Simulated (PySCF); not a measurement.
**As²⁺: ionisation energy**

As²⁺ [Ar] 3d10 4s2 4p1 (2P) → As³⁺ [Ar] 3d10 4s2 (1S), as a difference of total energies. All numbers are calculated (PySCF 2.14, the spin-free X2C one-electron Hamiltonian (Gaussian nucleus), in dyall-av3z (24s17p11d2f, 144 functions)). Correlated levels: valence: [Ar] 3d10 frozen; virtual orbitals above 40 to 60 times the deepest correlated orbital energy dropped. The calculations carry no spin-orbit coupling.

```json
{"method": "UHF", "ionisation energy (eV)": "27.485"}
{"method": "PBE", "ionisation energy (eV)": "28.082"}
{"method": "PBE0", "ionisation energy (eV)": "28.113"}
{"method": "r2SCAN", "ionisation energy (eV)": "28.316"}
{"method": "PW91", "ionisation energy (eV)": "28.174"}
{"method": "BHandHLYP", "ionisation energy (eV)": "28.073"}
{"method": "MP2 (valence)", "ionisation energy (eV)": "27.746"}
{"method": "SCS-MP2 (valence)", "ionisation energy (eV)": "27.735"}
```

Question: Estimate what LDA gives.

Answer: 28.251 eV, closest to r2SCAN among the rows shown.

Question: Estimate what TPSSh gives.

Answer: 28.127 eV, closest to PBE0 among the rows shown.

A first-order spin-orbit estimate (lowest level to lowest level, LS coupling) adds 0.216 eV.

For comparison: 28.349 ± 0.012 eV (measured; NIST Atomic Spectra Database, ionization energies).
